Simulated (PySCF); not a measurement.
CH₆GeZn, SMILES [CH3][Zn][GeH3].

Geometry optimised at B3LYP-D3(BJ)/def2-SVP. The structure was generated by enumeration; whether it is a known compound was not checked.

All values below come from PBE/def2-TZVPD in PySCF.

Gas-phase values at a fixed geometry.

Estimate the frontier levels, gap, dipole moment and polarisability. (An estimate is asked for; the answer gives what the named calculation found.)


- highest occupied level = -6.02 eV
- lowest empty level = -1.46 eV
- orbital gap = 4.56 eV
- dipole moment = 1.12 D
- quadrupole, principal values (traceless, Buckingham form, about the centre of nuclear charge) = -6.15, 3.08, 3.08 D·Å
- mean static polarisability = 83.3 bohr³ (12.34 Å³)
- polarisability, principal values = 66.1, 66.1, 117.8 bohr³
